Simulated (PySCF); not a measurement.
SMILES C[Si](C)(C)C[CH2][GeH3] (C₅H₁₆GeSi), singlet at its GFN2-xTB optimised geometry (Å):

```
23

C      0.0945    -0.6484     3.1133
Si     1.1545    -0.2988     1.5646
C      1.3997     1.5813     1.3410
C      2.8626    -1.1215     1.7846
C      0.3393    -1.0491     0.0000
C     -1.1871    -1.0491     0.0000
Ge    -2.0308     0.7316     0.0000
H     -0.8804    -0.1745     3.0402
H     -0.0647    -1.7137     3.2541
H      0.5764    -0.2701     4.0100
H      2.1099     1.7907     0.5462
H      0.4670     2.0786     1.0878
H      1.7818     2.0392     2.2486
H      3.3973    -0.6860     2.6219
H      2.7724    -2.1866     1.9725
H      3.4797    -0.9955     0.9008
H      0.6899    -0.5008    -0.8773
H      0.6843    -2.0786    -0.1264
H     -1.5575    -1.6102     0.8598
H     -1.5501    -1.5736    -0.8896
H     -1.9933     1.4272     1.3252
H     -1.3955     1.6535    -0.9943
H     -3.4797     0.6242    -0.3757
```

Calculation: CAM-B3LYP/def2-SVP (PySCF). Cells within 0.4 Å of a nucleus heavier than hydrogen are left out (blank, or x).

Map of the Laplacian of the electron density (e/bohr⁵), clipped to [-1.50, 1.50] on the plane z = 1.5 Å:

```
|3333333333333333333333333333333|
|3333333333333333333333333333333|
|3333333333333333333333333333333|
|3333333333333333333333333333333|
|3333333333333333333333333333333|
|3333333333333333333333333333333|
|3333333333333333333333333333333|
|3333333333333333333333333333333|
|3333333333333333333333333333333|
|3333333333333333323333333333333|
|3333333333333333325x13333333333|
|333333333113333333xx33333333333|
|3333333332233333331033333333333|
|3333333333333333332233333333333|
|3333333333333333336433333333333|
|333333333333333339x943333333333|
|333333333333333349xx62333333333|
|3333333333333333399932122333333|
|33333333333333333343226x0333333|
|3333333333333333333333233333333|
|3333333333333333333333333333333|
|3333333333333333333333333333333|
|3333333333333333333333333333333|
|3333333333333333333333333333333|
|3333333333333333333333333333333|
|3333333333333333333333333333333|
|3333333333333333333333333333333|
|3333333333333333333333333333333|
|3333333333333333333333333333333|
|3333333333333333333333333333333|
|3333333333333333333333333333333|
```
Scale: ten equal steps from -0.687 (start of '0') to 1.50 (end of '9'), in the order '0123456789'; x runs from -5.50 to 5.50, y from -5.50 (bottom) to 5.50 (top).
